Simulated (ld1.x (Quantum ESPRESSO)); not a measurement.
## Transferability test, PAW potential for C (Z = 6)

ld1.x (Quantum ESPRESSO) 7.5 input, shortened:

```
&input
   title='C', zed=6., rel=0, dft='WC', iswitch=3,
   config='[He] 2s1 2p3'
 /
 &inputp
   pseudotype=3, lpaw=.true., tm=.true., lloc=-2, rcloc=1.35,
   nlcc=.true., new_core_ps=.true.,
   which_augfun='PSQ', rmatch_augfun_nc=.true.
 /
4
2S  1  0   1.00   0.00  0.70  0.95  0.0
2S  1  0   0.00  -0.50  0.70  0.95  0.0
2P  2  1   3.00   0.00  1.65  2.25  0.0
2P  2  1   0.00   0.10  1.65  2.25  0.0
 &test
   configts(1)='2s1 2p3'
 /
```

Energies are relative to the spin-unpolarised reference configuration 2s1 2p3; without spin polarisation the order of configurations can differ from experiment.

| valence configuration | charge | ΔE all-electron (eV) | error AE − PS (meV) |
| --- | --- | --- | --- |
| 2s2 2p1 | +1 | 2.401 | -0.6 |
| 2s2 2p0 | +2 | 26.476 | -1.3 |
| 2s0 2p4 | 0 | 8.433 | -0.6 |
| 2s2 2p1.5 | +0.5 | -4.475 | -0.3 |
| 2s1 2p0 | +3 | 74.500 | -13 |
| 2s2 2p2.3 | -0.3 | -9.564 | -0.5 |

Task: What are ΔE and the potential's error for 2s2 2p2?

Result: ΔE = -8.419 eV all-electron; the error (AE − PS) is -0.4 meV.

Levels in the configuration 2s2 2p1.5:

```tsv
level	all-electron (eV)	pseudo (eV)
2s	-19.281	-19.281
2p	-10.680	-10.680
```
